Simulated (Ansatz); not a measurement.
Ansatz (a program for electronic structure) input (B3LYP-D3(BJ)/def2-TZVP):

Ansatz 0.2 input:
```yaml
crystal:
  periodic: [false, false, false]
  atoms:
    - {symbol: C, position_ang: [-1.71755703, -0.13679470, -0.26727466]}
    - {symbol: C, position_ang: [-0.42517292, 0.01583392, 0.53154517]}
    - {symbol: C, position_ang: [0.75263591, 0.12030940, -0.41603291]}
    - {symbol: O, position_ang: [1.99522784, 0.33535368, 0.37653027]}
    - {symbol: H, position_ang: [-1.69294283, -1.03406965, -0.87913565]}
    - {symbol: H, position_ang: [-1.87757594, 0.72161482, -0.91284662]}
    - {symbol: H, position_ang: [-2.56018818, -0.21173183, 0.41211463]}
    - {symbol: H, position_ang: [-0.48203644, 0.91455776, 1.14617884]}
    - {symbol: H, position_ang: [-0.30430998, -0.85040925, 1.18582872]}
    - {symbol: H, position_ang: [0.66241520, 0.99594992, -1.06047654]}
    - {symbol: H, position_ang: [0.85615697, -0.78095660, -1.02374065]}
    - {symbol: H, position_ang: [2.79545818, 0.30463562, -0.18902463]}
    - {symbol: H, position_ang: [2.04172314, -0.33361593, 1.09437122]}
basis:
  gaussian:
    orbitals: def2-TZVP
hamiltonian:
  xc: b3lyp
  dispersion: d3bj
total_charge: 1
relax: {f_tol: 0.002, max_steps: 150}
```

End of the output:

```
these checks for a lower state are left out or cut short: starts, cluster_reference, orbital_swaps, neighbouring_geometries, increment
integrals: 0.08 GiB planned
1087 factors; their error is unknown
mean field: 0.79 GiB planned
mean field -5299.34766838 eV, -194.7474347863 hartree, gradient 1.4e-5 eV, S^2 0.000000; 0 other end points of the search recorded, 0 dependent functions left out
the calculation of the forces begins
reference -5299.34790844 eV, -194.7474436081 hartree; 17, 17 occupied and 161, 161 virtual orbitals, 1087 factors
relax step   9: F+E_penalty+E_count = -5299.69520188 eV  Δ(F+E_penalty+E_count) = -8.303e-7 eV  max|allowed force component| = 7.097e-4 eV/Å  Δτ_max = 0.0011 Å  (31 SCF iters, accepted)
integrals: 0.08 GiB planned
1087 factors; their error is unknown
mean field: 0.79 GiB planned
mean field evaluation 96: about -5299.3477 eV, gradient 8.8e-3 eV
mean field -5299.34766838 eV, -194.7474347863 hartree, gradient 1.4e-5 eV, S^2 0.000000; 1 other end points of the search recorded, 0 dependent functions left out
the calculation of the forces begins
reference -5299.34790844 eV, -194.7474436081 hartree; 17, 17 occupied and 161, 161 virtual orbitals, 1087 factors
Total energy: -5299.69544194 eV, -194.7602152286 hartree
Atom 0 at    -1.746396    -0.138387    -0.269069 Å, force     0.000100     0.000404     0.000132 eV/Å
Atom 1 at    -0.434962     0.015525     0.516564 Å, force    -0.000345    -0.000414    -0.000247 eV/Å
Atom 2 at     0.705903     0.111298    -0.449184 Å, force     0.000638     0.000199     0.000202 eV/Å
Atom 3 at     2.019004     0.313727     0.381444 Å, force    -0.000710    -0.000625     0.000429 eV/Å
Atom 4 at    -1.743858    -1.039134    -0.883466 Å, force     0.000155     0.000010     0.000121 eV/Å
Atom 5 at    -1.927286     0.723090    -0.912278 Å, force    -0.000148    -0.000048    -0.000129 eV/Å
Atom 6 at    -2.575704    -0.212949     0.431747 Å, force     0.000018     0.000038     0.000034 eV/Å
Atom 7 at    -0.471365     0.913450     1.135782 Å, force    -0.000026     0.000133     0.000070 eV/Å
Atom 8 at    -0.300740    -0.850999     1.171371 Å, force     0.000131    -0.000004     0.000066 eV/Å
Atom 9 at     0.699527     1.006482    -1.064472 Å, force    -0.000173    -0.000013    -0.000311 eV/Å
Atom 10 at     0.880279    -0.786345    -1.037734 Å, force     0.000137     0.000054    -0.000267 eV/Å
Atom 11 at     2.839420     0.319282    -0.146248 Å, force    -0.000166     0.000138    -0.000344 eV/Å
Atom 12 at     2.100010    -0.314362     1.123578 Å, force     0.000389     0.000126     0.000245 eV/Å
Dipole moment:     1.118217    -0.128253     0.034673 e Å
```

It need not be the lowest isomer of its formula.
